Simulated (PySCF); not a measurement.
Radial density of Cd (cadmium, neutral)

B3LYP, [Kr] 4d9 5s2 5p1, one real determinant (an excited configuration). Computed with PySCF 2.14 in aug-cc-pwCVTZ-PP with ECP28MDF, with scalar relativity through the core potential. This is the valence pseudo-density: the core potential removes the inner electrons and smooths the orbitals near the nucleus.

```json
{"r (bohr)": "0.0168", "4πr²ρ (e/bohr)": "2.045e-05", "4πr²(ρα − ρβ)": "0.0000"}
{"r (bohr)": "0.0282", "4πr²ρ (e/bohr)": "5.176e-05", "4πr²(ρα − ρβ)": "0.0000"}
{"r (bohr)": "0.0475", "4πr²ρ (e/bohr)": "0.0001217", "4πr²(ρα − ρβ)": "0.0000"}
{"r (bohr)": "0.0799", "4πr²ρ (e/bohr)": "0.0004315", "4πr²(ρα − ρβ)": "0.0000"}
{"r (bohr)": "0.134", "4πr²ρ (e/bohr)": "0.004028", "4πr²(ρα − ρβ)": "0.0003"}
{"r (bohr)": "0.226", "4πr²ρ (e/bohr)": "0.05973", "4πr²(ρα − ρβ)": "0.0046"}
{"r (bohr)": "0.380", "4πr²ρ (e/bohr)": "1.308", "4πr²(ρα − ρβ)": "0.0744"}
{"r (bohr)": "0.639", "4πr²ρ (e/bohr)": "13.87", "4πr²(ρα − ρβ)": "0.6225"}
{"r (bohr)": "1.08", "4πr²ρ (e/bohr)": "16.09", "4πr²(ρα − ρβ)": "0.9268"}
{"r (bohr)": "1.81", "4πr²ρ (e/bohr)": "4.030", "4πr²(ρα − ρβ)": "0.4179"}
{"r (bohr)": "3.04", "4πr²ρ (e/bohr)": "1.135", "4πr²(ρα − ρβ)": "0.3286"}
{"r (bohr)": "5.12", "4πr²ρ (e/bohr)": "0.1858", "4πr²(ρα − ρβ)": "0.1184"}
{"r (bohr)": "8.61", "4πr²ρ (e/bohr)": "0.008132", "4πr²(ρα − ρβ)": "0.0075"}
{"r (bohr)": "14.5", "4πr²ρ (e/bohr)": "2.595e-05", "4πr²(ρα − ρβ)": "0.0000"}
```

⟨L²⟩ = 8.01 against 12 for a pure F term, so this real determinant mixes terms. Energies and moments cover only the electrons outside the core potential.
